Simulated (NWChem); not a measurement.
Molecule: GaH$_{3}$O$_{3}$; SMILES [OH][Ga]([OH])[OH]

```xyz
7

Ga     0.0000     0.0000     0.0000
O     -1.2362    -1.2724     0.0000
H     -2.1346    -0.9257     0.0000
O     -0.4838     1.7068     0.0000
H      0.2656     2.3115     0.0000
O      1.7201    -0.4344     0.0000
H      1.8690    -1.3858     0.0000
```
Atoms are numbered in this order, from 1.

Results from NWChem. Pople sets run with spherical d functions. The geometry was optimised at PBE0/def2-SVP. Field at 589 nm.

```
level              isotropic polarisability (bohr³)  anisotropy (bohr³)  relative time
-----------------  --------------------------------  ------------------  -------------
B3LYP/6-31G*                                   31.8                13.3              1
B3LYP/def2-SVP                                 31.2                12.8              1
B3LYP/def2-SVPD                                40.6                11.3              2
B3LYP/aug-cc-pVDZ                              41.1                12.0              9
```

Times are rough ratios from one shared machine.
